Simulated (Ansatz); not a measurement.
Born–Oppenheimer molecular dynamics of AsBF2H4 (8 atoms, charge 0, multiplicity 1). It starts at the highest image of a converged band, a first-order saddle point between two minima.

Level of theory: RKS B3LYP/def2-SVP (Ansatz).

```
ensemble                      : NVE (velocity Verlet)
time step                     : 0.5 fs
steps asked                   : 200
starting velocities drawn for : 100 K
seed                          : 11643
```

First frame:

```xyz
8
Properties=species:S:1:pos:R:3
B -0.758 -0.427 -0.396
H 0.237 -1.146 -0.992
F -1.451 -1.269 0.399
F -1.397 0.265 -1.362
H 0.549 -0.388 -0.322
As 0.248 1.097 0.963
H 1.258 0.207 1.690
H 1.312 1.662 0.018
```

Task: How far do the bonds stretch over the last three quarters of this one trajectory? (Pairs bonded in most of those frames.)

Result: 
```csv
bond,mean (Å),spread (Å),shortest,longest
B1–F3,1.328,0.022,1.28,1.37
B1–F4,1.328,0.020,1.29,1.37
B1–As6,2.068,0.042,1.97,2.11
H2–H5,0.763,0.009,0.75,0.78
As6–H7,1.529,0.012,1.51,1.55
As6–H8,1.531,0.009,1.51,1.55
```

Mean temperature of the second half: 1391 K. The conserved energy stayed within 0.037 meV per atom of its start (net change 0.0019 meV per atom), so the integration is sound. The system heated up, since it started high on the potential surface and ran downhill. A run of 0.1 ps of so small a system gives no equilibrium averages. The orbitals stay closed-shell, which can raise the energy where a bond breaks towards radicals; this wasn't checked here.

Time of the run: 6.8 min on 2 threads of Arm Neoverse V1, on a shared host, peak memory 0.2 GiB.
